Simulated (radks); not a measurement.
Ar II, configuration [He] 2s2 2p5.75 3s2 3p5 4p0.25 (fractional occupations, a model configuration). Method: scalar-relativistic Kohn-Sham, PBE, spin-polarised, spherical densities, point nucleus; open shells are filled with parallel spins first; computed with a radial shooting solver on a logarithmic mesh with Libxc functionals.

X-ray form factor f0, the Fourier transform of the density (f0(0) = 17):

| sin(theta)/lambda (1/angstrom) | f0 (electrons) |
|---|---|
| 0.05 | 16.546 |
| 0.1 | 15.483 |
| 0.15 | 14.146 |
| 0.2 | 12.715 |
| 0.25 | 11.355 |
| 0.3 | 10.179 |
| 0.4 | 8.477 |
| 0.5 | 7.435 |
| 0.6 | 6.720 |
| 0.8 | 5.531 |
| 1 | 4.405 |
| 1.25 | 3.234 |
| 1.5 | 2.425 |
| 2 | 1.617 |
